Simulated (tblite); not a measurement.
Isomers of C6H17NSi. Computed with GFN2-xTB (tblite): harmonic, unscaled wavenumbers at the GFN2-xTB geometry, gas phase. Against measured fundamentals such values can be off by several per cent, at times by over 20. Modes of hydrogen on silicon can be 10 to 20 % off. One conformer each.

Electronic energies: GFN2-xTB at the same geometries; isomer energies are rough at this level and their order can be wrong.

```csv
SMILES,"electronic energy, lowest = 0 (kJ/mol)"
CCN[SiH2][C@@H](C)CC,44.4
CC(C)N([SiH3])C(C)C,0.0
CN(C)[SiH2]C(C)(C)C,50.8
```

Problem. How do GFN2-xTB zero-point energies change the relative energies?

Solution. 
```
              SMILES  ZPE (kJ/mol)  of it from modes above 1550 cm⁻¹  electronic (kJ/mol)  with ZPE, lowest = 0 (kJ/mol)  lowest mode (cm⁻¹)  rings
 CC(C)N([SiH3])C(C)C         568.3                             292.7                  0.0                            0.0                  57      0
CCN[SiH2][C@@H](C)CC         576.5                             297.5                 44.4                           52.6                  41      0
 CN(C)[SiH2]C(C)(C)C         572.9                             294.9                 50.8                           55.4                  46      0
```

The zero-point energies span 8.2 kJ/mol, from `CC(C)N([SiH3])C(C)C` to `CCN[SiH2][C@@H](C)CC`. The order is unchanged.

Problem. What do entropy and thermal enthalpy add at 298.15 K and 1 bar (rigid rotor, harmonic oscillator, one conformer each)?

Solution. 
```
              SMILES  point group  symmetry number  S (J/(mol K))  H − H(0) (kJ/mol)  ZPE + H − H(0) − TS (kJ/mol)
 CC(C)N([SiH3])C(C)C           C1                1          443.2              34.38                         470.6
CCN[SiH2][C@@H](C)CC           C1                1          450.7              34.19                         476.3
 CN(C)[SiH2]C(C)(C)C           C1                1          445.3              34.89                         475.0
```
